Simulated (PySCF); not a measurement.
**Dipole moment and polarisability of `[H]/N=C\c1ccn([SiH3])c1`**

C₅H₈N₂Si.
Cartesian coordinates in Å at the GFN2-xTB level; atoms count from 1:
```
atom  x, y, z in Å
N1    -3.0834    1.2253    0.8001
C2    -2.5811    0.1151    0.4672
C3    -1.2032   -0.2042    0.1577
C4    -0.7090   -1.4902   -0.2141
C5     0.6257   -1.3593   -0.4183
N6     1.0033   -0.0574   -0.1963
Si7    2.6428    0.5536   -0.3205
C8    -0.1139    0.6362    0.1547
H9    -2.4114    1.9903    0.8537
H10   -3.2765   -0.7188    0.4018
H11   -1.2942   -2.3835   -0.3116
H12    1.3563   -2.0893   -0.7072
H13    3.4296   -0.0695    0.7436
H14    2.5237    1.9977   -0.1534
H15    3.1336    0.1787   -1.6453
H16   -0.0498    1.6841    0.3763
```

Level: wB97X-D/def2-SVPD (PySCF), static field, nuclei fixed, core orbitals frozen in the response. The polarisability tensor in these axes (au):

```
x   128.33  -3.80 -11.49
y    -3.80  98.25   8.10
z   -11.49   8.10  68.90
```

**Question.** Diagonalise the tensor; give its mean and Δα, where Δα² is half the sum of the squared differences of the eigenvalues.

**Answer.** Principal values 65.14, 99.02 and 131.32 au; mean 98.49 au = 14.60 Å³ = 16.24 × 10⁻⁴⁰ C²·m²/J; Δα = 57.32 au (58 % of the mean).

**Question.** What is the dipole moment, and where does it point?

**Answer.** (4.61, -0.50, -0.90) D, 4.73 D in size, pointing from the negative to the positive side. Measured along this direction, the outermost atoms are N1 and H10 at the negative end and H15 at the positive end.

**Question.** Along which axes do the principal values lie, and how far do the nuclei extend along each?

**Answer.** Largest value along (0.97, -0.16, -0.20), where the nuclei span 6.66 Å; middle along (0.20, 0.96, 0.18), 5.00 Å; least along (0.16, -0.22, 0.96), 2.40 Å. The response follows the extents in order.

**Question.** Find the Langevin capture rate constant for O2+ (31.990 u) meeting this molecule (124.046 u), k = 2.342 × 10⁻⁹ cm³/s × √(α in Å³ / reduced mass in u).

**Answer.** The reduced mass is 25.43 u, so k = 1.77 × 10⁻⁹ cm³/s. The formula leaves out the permanent dipole, which adds to the capture rate.

**Question.** Rayleigh depolarisation ratio (linearly polarised light, static tensor)?

**Answer.** ρ = 3Δα²/(45ᾱ² + 4Δα²) = 9856.1/(436549 + 13141.5) = 0.0219.

Isolated species at its GFN2-xTB geometry (one conformer only).

These values come from a run that also computed excited states. On one thread, Arm Neoverse V2 (aarch64), shared host with 32 logical CPUs at a one-minute load of 18, this took 53 s wall and 0.97 GiB of memory at its peak.
